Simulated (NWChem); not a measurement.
System meant: MgNH$_{3}$; SMILES [NH2][MgH]

NWChem input:

```
start job
memory heap 200 mb stack 900 mb global 1100 mb
geometry units angstroms noautoz
  Mg     0.287233    -0.696774    -0.038591
  H      0.464550    -2.384756    -0.091440
  N      0.090652     1.180197     0.020102
  H     -0.776576     1.695630    -0.015497
  H      0.832226     1.860650     0.096834
end
basis spherical
  Mg library def2-svp
  H library def2-svp
  N library def2-svp
end
dft
  xc pbe0
  iterations 4
  mulliken
end
task dft energy
```

End of the output:

```
    Atom       Charge   Shell Charges
 -----------   ------   -------------------------------------------------------
    1 Mg  12    11.75   2.00  1.95  0.50  0.21  5.84  0.59  0.37  0.29
    2 H    1     1.14   0.59  0.54  0.01
    3 N    7     7.27   1.97  0.71  0.46  2.22  1.90  0.02
    4 H    1     0.92   0.59  0.20  0.13
    5 H    1     0.92   0.59  0.20  0.13

 center of mass
 --------------
 x =   0.00000000 y =   0.00000000 z =  -0.04648353

 moments of inertia (a.u.)
 ------------------
         160.951720441451           0.000000000000           0.000000000000
           0.000000000000         156.222455408477           0.000000000000
           0.000000000000           0.000000000000           4.729265032974

     Multipole analysis of the density
     ---------------------------------

     L   x y z        total         alpha         beta         nuclear
     -   - - -        -----         -----         ----         -------
     0   0 0 0     -0.000000    -11.000000    -11.000000     22.000000

     1   1 0 0     -0.000000     -0.000000     -0.000000      0.000000
     1   0 1 0     -0.000000     -0.000000     -0.000000      0.000000
     1   0 0 1      0.406018      0.203009      0.203009      0.000000

     2   2 0 0    -13.688880     -6.844440     -6.844440      0.000000
     2   1 1 0     -0.000000     -0.000000     -0.000000      0.000000
     2   1 0 1     -0.000000     -0.000000     -0.000000      0.000000
     2   0 2 0    -10.638946     -7.665746     -7.665746      4.692546
     2   0 1 1     -0.000000     -0.000000     -0.000000      0.000000
     2   0 0 2    -18.310702    -58.907760    -58.907760     99.504819

 ------------------------------------------------------------------------
 dft energy failed                                                                                  0
 ------------------------------------------------------------------------
 ------------------------------------------------------------------------
  current input line :
    20: task dft energy
 ------------------------------------------------------------------------
 ------------------------------------------------------------------------
 This type of error is most commonly associated with calculations not reaching convergence criteria
 ------------------------------------------------------------------------
 For more information see the NWChem manual at https://nwchemgit.github.io

0:dft energy failed:Received an Error in Communication
```

Problem. What is wrong, and how is it mended?

Solution. The run did not converge; its last values are not results. Cause: the SCF was allowed too few iterations. This input runs:
```
start job
memory heap 200 mb stack 900 mb global 1100 mb
geometry units angstroms noautoz
  Mg     0.287233    -0.696774    -0.038591
  H      0.464550    -2.384756    -0.091440
  N      0.090652     1.180197     0.020102
  H     -0.776576     1.695630    -0.015497
  H      0.832226     1.860650     0.096834
end
basis spherical
  * library def2-svp
end
dft
  xc pbe0
  iterations 150
  mulliken
end
task dft energy
```
It converges to -256.34008 Ha (PBE0/def2-SVP).
